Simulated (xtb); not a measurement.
xtb input (GFN2-xTB):

```bash
xtb mol.xyz --gfn 2 --ohess tight --chrg -1 --uhf 0
```
mol.xyz:
```
5

Cl     2.06606312     0.73179182     0.01215077
C      0.90327642    -0.49794817    -0.05070602
C     -0.38372949    -0.23017143    -0.02731537
Cl    -1.02550650     1.36472359     0.06839499
Cl    -1.56907295    -1.44541227    -0.02172507
```

End of the output:

```
   ------------------------------------------------------------------------

         :::::::::::::::::::::::::::::::::::::::::::::::::::::
         ::                  THERMODYNAMIC                  ::
         :::::::::::::::::::::::::::::::::::::::::::::::::::::
         :: total free energy         -18.126464711374 Eh   ::
         ::.................................................::
         :: total energy              -18.105684536325 Eh   ::
         :: zero point energy           0.010568085830 Eh   ::
         :: G(RRHO) w/o ZPVE           -0.031348260879 Eh   ::
         :: G(RRHO) contrib.           -0.020780175049 Eh   ::
         :::::::::::::::::::::::::::::::::::::::::::::::::::::

optimized geometry written to: xtbopt.xyz

           -------------------------------------------------
          | TOTAL ENERGY              -18.105684536325 Eh   |
          | TOTAL ENTHALPY            -18.088218137965 Eh   |
          | TOTAL FREE ENERGY         -18.126464711374 Eh   |
          | GRADIENT NORM               0.000136612348 Eh/α |
          | HOMO-LUMO GAP               4.306673620425 eV   |
           -------------------------------------------------

------------------------------------------------------------------------
------------------------------------------------------------------------
 total:
 SCF:
Note: The following floating-point exceptions are signalling: IEEE_UNDERFLOW_FLAG IEEE_DENORMAL
normal termination of xtb
 ANC optimizer:
 analytical hessian:
```

It need not be the lowest isomer of its formula. Whether it binds its extra electron was not tested at this geometry.
